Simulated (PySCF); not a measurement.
## Ionisation energy of Pb⁴⁵⁺ by level of theory

Pb⁴⁵⁺ [Kr] 4d1 [4d3/2^1, M_J = 3/2] → Pb⁴⁶⁺ [Kr], as a difference of total energies. Calculation: PySCF 2.14, in an uncontracted even-tempered set (16 s from 6 bohr⁻², ratio 2.8; 14 p from 7.8 bohr⁻², ratio 2.8; 9 d from 7.8 bohr⁻², ratio 2.8; 3 f from 28 bohr⁻², ratio 3); the two-component X2C-1e Hamiltonian. Correlated levels: [Ar] 3d10 frozen; the 96 highest virtual spinors dropped. "Screened" scales the spin-orbit matrix elements by Boettger's factors to mimic the two-electron term; Breit and QED terms are absent.

```json
{"method": "GHF (spin-free)", "ionisation energy (eV)": "2274.5"}
{"method": "GMP2 (spin-free)", "ionisation energy (eV)": "2274.3"}
{"method": "GHF (screened spin-orbit)", "ionisation energy (eV)": "2294.5"}
{"method": "GMP2 (screened spin-orbit)", "ionisation energy (eV)": "2294.5"}
```

Breit and QED terms and the two-electron picture change are absent.

The spin-free rows lack the spin-orbit shift.

For comparison: 2292 ± 4 eV (theoretical estimate listed by NIST; NIST Atomic Spectra Database, ionization energies).
